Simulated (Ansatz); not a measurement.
A structure relaxed at PBE-D4/def2-SVP in Ansatz, charge 1, doublet:

```
atom   x (Å)   y (Å)   z (Å)
  W1  -0.983  -0.380  -1.101
  W2  -1.004   1.507   0.393
  W3   0.284  -2.137   0.051
  W4   1.485   0.027   0.340
  W5   0.618   1.503  -1.417
  W6  -0.400  -0.521   1.733
```

Task: Give its formula and point group.

Result: the cluster W₆⁺. Point group C2 (tolerance 0.1 Å).

Task: Summarise the bond lengths by kind (pairs closer than 1.2 times the sum of covalent radii, bridged metal pairs left out).

Result: 14 × W–W 2.41 to 3.88 Å.

In the def2 sets W takes a core potential; there is no spin–orbit coupling. The relaxation made no stability test and no search for a lower SCF solution. No other spin state of charge 1 was run. The structure comes from a short search, and lower isomers may exist.
